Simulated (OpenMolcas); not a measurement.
Ni3+: moving the ligands

Ni3+ with 4 ligands (ammonia) in square-planar coordination (Ci) at 1.85 Å. Ligand basis ANO-RCC-VDZP.
```
Ni    0.0000    0.0000    0.0000
N     1.8500    0.0000    0.0000
H     2.2321    0.9457    0.0000
H     2.2321   -0.4729    0.8190
H     2.2321   -0.4729   -0.8190
N     0.0000    1.8500    0.0000
H     0.0000    2.2321    0.9457
H     0.8190    2.2321   -0.4729
H    -0.8190    2.2321   -0.4729
N    -1.8500    0.0000    0.0000
H    -2.2321   -0.9457    0.0000
H    -2.2321    0.4729   -0.8190
H    -2.2321    0.4729    0.8190
N     0.0000   -1.8500    0.0000
H     0.0000   -2.2321   -0.9457
H    -0.8190   -2.2321    0.4729
H     0.8190   -2.2321    0.4729
```

```yaml
Program: OpenMolcas 26.06
Method: CASSCF
Basis: ANO-RCC-VTZP [6s5p3d2f1g]
Scalar_Hamiltonian: DKH2, point nucleus
Active_space: 7 electrons in 5 orbitals (3d)
State_averaging: 2S+1 = 4 even, 10 roots; 2S+1 = 2 even, 40 roots
Spin-orbit_coupling: state interaction with AMFI integrals over the reference wave functions
```

Runs around this geometry, states. Energies in cm-1 above the lowest state or level, χT in cm3 K/mol.

| R (Å) | Ground state | First state of that spin | First gap with spin-orbit (degeneracies) | χT at 300 K | First state of another spin |
| --- | --- | --- | --- | --- | --- |
| 1.8 | 2S+1 = 2 | 2539 | 2419 (2, 2) | 0.798 | 2S+1 = 4: 9309 |
| 1.85 | 2S+1 = 2 | 2410 | 2284 (2, 2) | 0.832 | 2S+1 = 4: 5424 |
| 1.92 | 2S+1 = 2 | 2168 | 854.7 (2, 2) | 1.353 | 2S+1 = 4: 825.0 |

Without dynamic correlation the repulsion within the d shell is too large (B by tens of per cent), so at a given field states of lower spin stand too high. This shell can be high or low spin here, a state of another spin lies low, and with metal d orbitals alone active their balance is uncertain, so the ground spin may be wrong, although the usual error favours high spin. Ligand-to-metal charge-transfer states are missing. With no ligand orbital active B as a rule stays too high, so bands that hang on it stand too high and its fall with covalency is understated. With metal d orbitals alone the field can be off either way by tens of per cent. The least metal-like active orbital is 70 % on the metal (Löwdin) and no ligand orbital is active, so the numbers are rough (holds for R = 1.8). The least metal-like active orbital is 71 % on the metal (Löwdin) and no ligand orbital is active, so the numbers are rough (holds for R = 1.85). The least metal-like active orbital is 72 % on the metal (Löwdin) and no ligand orbital is active, so the numbers are rough (holds for R = 1.92). No measured value stands beside these numbers; the geometry was imposed, not optimised, and the real ion may take another.

A state without a sure symmetry label is named by its multiplicity alone.
